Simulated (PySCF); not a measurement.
# One change at a time: excitation energies

Theory: TDDFT CAM-B3LYP/def2-SVPD, vertical, gas phase, core orbitals frozen in the response (PySCF). Geometries: GFN2-xTB; one conformer of each isolated species. Triplets are in the Tamm–Dancoff approximation. 'Strongest' means the level of largest summed f among the lowest 8 singlets; it needn't be the same kind of state in each.

Parent: `s1ccpc1`, with lowest singlet excitation energy 5.07 eV, LUMO energy -0.31 eV, mean static polarisability 74.0 au, lowest triplet energy 3.11 eV, HOMO energy -8.14 eV, oscillator strength of the strongest level 0.18. Its spectrum: 245 nm (f 0.117); 230 nm (f 0.021); 229 nm (f 0.007); 210 nm (f 0.001); 195 nm (f 0.177).

Shifts from the parent:

```tsv
change	SMILES	Δ S1 (eV)	Δ LUMO (eV)	Δ α (au)	Δ T1 (eV)	Δ HOMO (eV)	Δ f (strongest)
H replaced by CN	N#Cc1pccs1	-0.54	-1.33	+17.8	-0.45	-0.59	-0.01
H replaced by CF3	FC(F)(F)c1pccs1	-0.15	-0.88	+13.7	-0.15	-0.67	-0.03
H replaced by C2H5	CCc1pccs1	-0.20	+0.10	+25.3	-0.12	+0.30	-0.02
H replaced by vinyl	C=Cc1pccs1	-0.97	-0.68	+30.9	-0.78	+0.58	+0.10
H replaced by CH3	Cc1pccs1	-0.19	+0.09	+13.4	-0.13	+0.28	+0.02
H replaced by OCH3	COc1pccs1	-0.44	+0.42	+19.3	-0.28	+0.84	+0.07
H replaced by iPr	CC(C)c1pccs1	-0.17	+0.16	+36.8	-0.09	+0.32	+0.01
H replaced by CN	N#Cc1cpcs1	-0.43	-1.03	+17.6	-0.17	-0.58	+0.23
```

(1) Predict the same shifts for this change: H replaced by iPr (`CC(C)c1cpcs1`).

Results:

(1) Δ lowest singlet excitation energy -0.10 eV, Δ LUMO energy +0.15 eV, Δ mean static polarisability +36.6 au, Δ lowest triplet energy -0.08 eV, Δ HOMO energy +0.27 eV, Δ oscillator strength of the strongest level +0.11. Spectrum: 250 nm (f 0.096); 236 nm (f 0.047); 231 nm (f 0.009); 219 nm (f 0.001); 197 nm (f 0.284). S1 falls most with H replaced by vinyl (-0.97 eV); all changes lower it. S1 is simply the lowest singlet of each species and needn't be the same kind of state throughout. Over these 9 changes the shifts of S1 and of the HOMO–LUMO gap correlate with r = 0.99.

Lowest levels of each derivative:
- `N#Cc1pccs1`: 4.52 eV (f 0.170); 4.85 eV (f 0.086); 4.96 eV (f 0.007)
- `CC(C)c1cpcs1`: 4.97 eV (f 0.096); 5.26 eV (f 0.047); 5.37 eV (f 0.009)
- `FC(F)(F)c1pccs1`: 4.92 eV (f 0.138); 5.10 eV (f 0.051); 5.18 eV (f 0.008)
- `CCc1pccs1`: 4.87 eV (f 0.132); 5.22 eV (f 0.036); 5.38 eV (f 0.006)
- `C=Cc1pccs1`: 4.10 eV (f 0.274); 4.73 eV (f 0.062); 4.99 eV (f 0.006)
- `Cc1pccs1`: 4.88 eV (f 0.123); 5.22 eV (f 0.039); 5.38 eV (f 0.006)
- `COc1pccs1`: 4.63 eV (f 0.130); 5.03 eV (f 0.000); 5.30 eV (f 0.002)
- `CC(C)c1pccs1`: 4.90 eV (f 0.139); 5.24 eV (f 0.031); 5.40 eV (f 0.005)
- `N#Cc1cpcs1`: 4.64 eV (f 0.111); 5.16 eV (f 0.037); 5.21 eV (f 0.003)
